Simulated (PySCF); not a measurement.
A structure optimised at PBE-D3(BJ)/def2-SVP, used in a PySCF frequency run:

```
Bi
O 1 2.1353
H 2 0.9780 1 107.21
C 1 2.3035 2 96.65 3 -45.87
H 4 1.1066 1 109.81 2 -77.29
H 4 1.1073 5 109.74 1 -119.61
H 4 1.1082 5 109.77 6 -120.23
C 1 2.3035 2 96.65 3 45.87
H 8 1.1066 1 109.81 2 77.29
H 8 1.1073 9 109.74 1 119.61
H 8 1.1082 9 109.77 10 120.23
```

Q: Write its SMILES, formula and point group.

A: [CH3][Bi]([CH3])[OH], C2H7BiO, Cs

Q: What are its rotational constants (standard atomic weights)?

A: 3.3918, 3.2475, 2.7598 GHz
